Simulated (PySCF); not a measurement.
Atoms are numbered as in `[CH3:1][SiH2:2][O:3][SiH2:4][O:5][SiH3:6]`; H(Xn) means a hydrogen on atom n.

GIAO PBE0/pcSseg-1 shifts (PySCF, gas phase, non-relativistic, equivalent atoms averaged), each against references optimised in the same way as the molecule (TMS, H2O).

On the GFN2-xTB geometry: C1 0.3, Si2 -24.1, Si6 -43.9, Si4 -47.3, O3 61.7, O5 41.1, H(Si2) 5.36, H(Si6) 5.23, H(Si4) 4.93, H(C1) 0.38 ppm.

**Question.** What changes on the PBE0-D3(BJ)/def2-SVP geometry?

**Answer.** 
```json
{"atoms": "C1", "δ (ppm)": "-0.3", "change": "-0.6"}
{"atoms": "Si2", "δ (ppm)": "-17.1", "change": "+7.0"}
{"atoms": "Si6", "δ (ppm)": "-38.8", "change": "+5.1"}
{"atoms": "Si4", "δ (ppm)": "-41.4", "change": "+5.9"}
{"atoms": "O3", "δ (ppm)": "61.4", "change": "-0.3"}
{"atoms": "O5", "δ (ppm)": "39.2", "change": "-1.9"}
{"atoms": "H(Si2)", "δ (ppm)": "5.22", "change": "-0.14"}
{"atoms": "H(Si6)", "δ (ppm)": "5.12", "change": "-0.11"}
{"atoms": "H(Si4)", "δ (ppm)": "4.95", "change": "+0.02"}
{"atoms": "H(C1)", "δ (ppm)": "0.43", "change": "+0.05"}
```

Bonds between heavy atoms that differ most (equivalent bonds averaged): O5–Si6 1.618 → 1.656 Å, Si2–O3 1.625 → 1.662 Å, Si4–O5 1.616 → 1.649 Å, O3–Si4 1.614 → 1.646 Å, C1–Si2 1.896 → 1.865 Å. Mean change of bonds to hydrogen: C–H +0.014 Å, Si–H +0.031 Å.
